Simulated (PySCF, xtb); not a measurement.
C4H5BFN, SMILES C#CB(F)/C=N/C.

GFN2-xTB (xtb) at its own geometry gives an orbital gap of 2.03 eV and a dipole moment of 2.77 D.

Coordinates come from a B3LYP-D3(BJ)/def2-SVP optimisation. The structure was generated by enumeration; whether it is a known compound was not checked. One conformer was computed; it need not be the lowest.

**Question.** What does PBE/def2-TZVP (PySCF) give? (Estimate from the structure and the level; the computed values follow.)

**Answer.** gap 2.61 eV (levels -5.95 and -3.34 eV), dipole 2.60 D.
